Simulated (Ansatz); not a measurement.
One geometry of Ge(OMe)H3 (CH₆GeO), several levels of theory.

```yaml
crystal:
  periodic: [false, false, false]
  atoms:
    - {symbol: Ge, position_ang: [-0.381083, 0.612565, -1.167426]}
    - {symbol: O, position_ang: [-0.341736, 0.558251, 0.635031]}
    - {symbol: C, position_ang: [0.339314, -0.544516, 1.222116]}
    - {symbol: H, position_ang: [-0.117243, -1.514155, 0.946983]}
    - {symbol: H, position_ang: [0.274468, -0.433219, 2.314724]}
    - {symbol: H, position_ang: [1.409306, -0.574003, 0.941787]}
    - {symbol: H, position_ang: [1.075916, 0.662092, -1.703300]}
    - {symbol: H, position_ang: [-1.168052, 1.896694, -1.493566]}
    - {symbol: H, position_ang: [-1.090888, -0.663709, -1.696338]}
basis:
  gaussian: {orbitals: def2-TZVP, initial_orbitals: start.molden}
hamiltonian: {xc: hf}
scf: {omitted_lower_state_checks: [starts]}
output: {orbitals: {seedname: orbitals}}
```

The file start.molden holds the orbitals of an earlier run on this structure, at another level or in another basis.

```sh
$ ansatz run in.yaml --threads 4 --pin off --events-out ev --progress --plain --max-ram 3916MiB
```

Output, abridged:

```
Functional definition: HF
1144 factors; their error is unknown
mean field evaluation 1: about -59635.4589 eV, gradient 2.9e1 eV
mean field evaluation 2: about -59636.2283 eV, gradient 8.8e-1 eV
mean field evaluation 4: about -59637.3890 eV, gradient 5.5e-1 eV
mean field -59637.38929580 eV, -2191.6336329462 hartree, gradient 2.5e-5 eV, S^2 0.000000; 0 other end points of the search recorded, 0 dependent functions left out
reference -59637.38929580 eV, -2191.6336329462 hartree; 26, 26 occupied and 120, 120 virtual orbitals, 1144 factors
Total energy: -59637.38929580 eV, -2191.6336329462 hartree
Checks for a lower state left out: starts
```

Hardware: 4 threads of Arm Neoverse V1 on a shared host. Wall time 0.65 s.

The first input with `hamiltonian: {xc: {name: LC-wPBE}}` (abridged; 1.4 s):

```
Functional definition: LC-wPBE
mean field -59692.12792733 eV, -2193.6452405519 hartree, gradient 2.3e-5 eV, S^2 0.000000
Total energy: -59692.12792734 eV, -2193.6452405522 hartree
Checks for a lower state left out: starts
```

The first input with `hamiltonian: {xc: r2scan, dispersion: d4}` (abridged; 2.2 s):

```
Functional definition: r2SCAN
mean field -59699.25220845 eV, -2193.9070530540 hartree, gradient 2.4e-5 eV, S^2 0.000000
Total energy: -59699.28411140 eV, -2193.9082254660 hartree
Checks for a lower state left out: starts
```

As the first input, with `gaussian: {orbitals: def2-TZVPD, initial_orbitals: start.molden}`, `hamiltonian: {xc: pbe, dispersion: d4}` (abridged; 1.6 s):

```
Functional definition: PBE
mean field -59688.78163370 eV, -2193.5222665291 hartree, gradient 6.3e-6 eV, S^2 0.000000
Total energy: -59688.91438530 eV, -2193.5271450606 hartree
Checks for a lower state left out: starts
```

The first input with `hamiltonian: {xc: {name: r2SCAN0}, dispersion: d4}` (abridged; 2.5 s):

```
Functional definition: r2SCAN0
mean field -59698.31441609 eV, -2193.8725898204 hartree, gradient 2.2e-5 eV, S^2 0.000000
Total energy: -59698.35161794 eV, -2193.8739569632 hartree
Checks for a lower state left out: starts
```

First input, but with `gaussian: {orbitals: def2-SVP, initial_orbitals: start.molden}`, `hamiltonian: {xc: pbe0, dispersion: d4}` (abridged; 0.9 s):

```
Functional definition: PBE0
mean field -59679.62085238 eV, -2193.1856140250 hartree, gradient 2.6e-5 eV, S^2 0.000000
Total energy: -59679.73178815 eV, -2193.1896908395 hartree
Checks for a lower state left out: starts
```

The first input with `correlation: {method: mp2}` and without the key `hamiltonian` (abridged; 1.6 s):

```
Functional definition: HF
mean field -59637.39001890 eV, -2191.6336595199 hartree, gradient 3.3e-6 eV, S^2 0.000000
11 core orbitals not correlated: weight in the atoms' cores, before any rotation towards them, 1.000 or more for the frozen orbitals, at most 0.000 for the correlated occupied ones
second order -18.07715290 eV of doubles, -0.00000000 eV of singles
Total energy: -59655.46717181 eV, -2192.2979826359 hartree
Checks for a lower state left out: starts
```

Geometry: PBE-D4/def2-TZVP.

LC-ωPBE has ω = 0.4 bohr⁻¹. Correlated methods freeze 11 core orbitals; core or outer-core shells of Ge are correlated, in sets that lack core-valence functions.
